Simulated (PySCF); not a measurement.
Mg(Cl)(NH2) (ClH₂MgN), SMILES [NH2][Mg][Cl].

Geometry: r2SCAN-D4/def2-TZVP. One conformer was computed; it need not be the lowest.

Level of theory: PySCF with C-PCM-B3LYP/def2-SVP.

The values are the electrostatic part of the solvation free energy, E(continuum) − E(gas) at the gas-phase geometry, in a cavity of scaled van der Waals radii (PySCF's table); cavitation and dispersion terms are not included. A continuum can't describe solvent molecules that bind to the metal. In vacuum the orbital gap is 4.84 eV. The dipole moment in vacuum is 2.31 D.

Computed values in water (ε = 78.36), methanol (ε = 32.61), ethanol (ε = 24.85):
```tsv
solvent	ε	ΔG(elec) (kcal/mol)	dipole (D)	gap (eV)
water	78.36	-12.2	2.76	5.19
methanol	32.61	-11.9	2.75	5.18
ethanol	24.85	-11.8	2.75	5.18
```
